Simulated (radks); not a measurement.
Kr4+, configuration [Ar] 3d10 4s2 4p2.

All-electron calculation, scalar-relativistic Kohn-Sham, r2SCAN, spin-unpolarised, spherical densities, finite nucleus; meta-GGA in the generalised Kohn-Sham scheme; Fermi nuclear charge, rms radius 4.1884 fm. Program: a radial shooting solver on a logarithmic mesh with Libxc functionals.

Energy parts (hartree):
total: -2786.03236
kinetic: 2850.03894
electron-nucleus: -6653.70334
Hartree: 1112.74796
exchange-correlation: -95.11593

Orbitals (lengths in bohr, moments of r in powers of bohr):
orbital	occ.	eigenvalue (hartree)	<r^2>
1s	2	-523.7857	0.002320
2s	2	-71.17047	0.03964
2p	6	-63.09302	0.03136
3s	2	-12.02734	0.3210
3p	6	-9.42221	0.3393
3d	10	-5.12635	0.3734
4s	2	-2.70708	2.326
4p	2	-2.08040	2.885
4d	0	-1.17878	4.891
5s	0	-0.97091	11.37

The highest occupied level is 4p at -56.611 eV. For comparison, the ionisation energy in NIST's Atomic Spectra Database is 64.7 eV (semi-empirical). In exact Kohn-Sham theory the highest level is minus the ionisation energy, but local and semilocal functionals leave it too shallow, through self-interaction and a potential that decays too fast; potentials with the right tail come closer.

Beside tabulated values, note that spin-unpolarised runs miss the spin-polarisation part of the exchange energy of open shells.
